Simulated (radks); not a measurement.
Spherical quantum dot in the effective-mass picture: electrons in a well V = -V0 / (1 + exp((r - R)/a)) with V0 = 2.1, R = 10.2, a = 0.95, all in effective atomic units (hartree* = m*/eps^2 hartree, bohr* = eps/m* bohr), one dielectric constant everywhere. Calculated with a radial shooting solver with Libxc functionals: non-relativistic Kohn-Sham, PBEsol, spin-polarised, spherical densities. Levels are named by radial order and angular momentum (1s, 1p, 1d, 2s, ...), and open shells are averaged over m. Results are scaled to m* = 0.032 and eps = 9.5, for which hartree* = 9.648 meV and bohr* = 15.71 nm.

N = 8, configuration 1s2 1p6. This is the lowest configuration that the search found (a dilute case). Occupied and some empty levels:

| level | occupation | eigenvalue (meV) | <r> (nm) |
|---|---|---|---|
| 1s | 2 | -9.5316 | 96.81 |
| 1p | 6 | -9.2244 | 101.5 |
| 1d | 0 | -8.7063 | 105.9 |
| 1f | 0 | -8.0157 | 109.9 |
| 2s | 0 | -7.5934 | 74.75 |

Energy (meV): total -115.302, kinetic 6.6828, external -155.43, Hartree 44.053, exchange-correlation -10.611.
